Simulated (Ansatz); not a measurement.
Program: Ansatz. Geometries: PBE0-D4/def2-TZVP. ΔE: electronic, gas phase. CCSD(T)/CBS is the MP2 limit (def2-TZVPP, def2-QZVPP) plus CCSD(T) − MP2 in def2-TZVPP, frozen cores. DFT in def2-TZVPP. B3LYP here is the variant with VWN-RPA as its local correlation; programs differ in this. Elements past krypton have def2 core potentials. For Sn outer-core shells are correlated without core-valence functions, which leaves a few kJ/mol of doubt a bond. Each species was taken in one conformer, which may not be the lowest.

`[SiH3][SiH]1NCS1` + `[NH2][SnH2][OH]` → `[OH][SnH2][NH][SiH3]` + `C1N[SiH2]S1`  (cleavage of the Si–Si bond)

```
             level  ΔE (kJ/mol)  difference from CCSD(T)/CBS
            PBE-D4        -41.5                         25.5
         r2SCAN-D4        -57.2                          9.8
           PBE0-D4        -50.1                         16.9
          B3LYP-D4        -61.4                          5.6
           ωB97X-V        -64.2                          2.8
           ωB97M-V        -69.2                         -2.2
            B2PLYP        -68.3                         -1.3
               PBE        -42.2                         24.8
            r2SCAN        -57.6                          9.4
              PBE0        -50.9                         16.1
             B3LYP        -62.4                          4.6
     HF/def2-TZVPP        -84.7                        -17.7
    MP2/def2-TZVPP        -75.3                         -8.3
SCS-MP2/def2-TZVPP        -77.8                        -10.8
   CCSD/def2-TZVPP        -70.1                         -3.1
CCSD(T)/def2-TZVPP        -67.5                         -0.5
     HF/def2-QZVPP        -86.2                        -19.2
    MP2/def2-QZVPP        -75.6                         -8.6
SCS-MP2/def2-QZVPP        -77.9                        -10.9
      HF/CBS(def2)        -86.4                        -19.4
     MP2/CBS(def2)        -74.8                         -7.8
    CCSD/CBS(def2)        -69.7                         -2.7
       CCSD(T)/CBS        -67.0                            0
```

Largest T1 diagnostic among the species: 0.013.

From PBE to PBE0 (25 % exact exchange), in def2-TZVPP and without D4, ΔE moves by −8.8 kJ/mol. In def2-TZVPP, CCSD(T) changes the Hartree–Fock value by +17.2 kJ/mol (the triples alone add +2.7 kJ/mol) and MP2 by +9.4 kJ/mol.
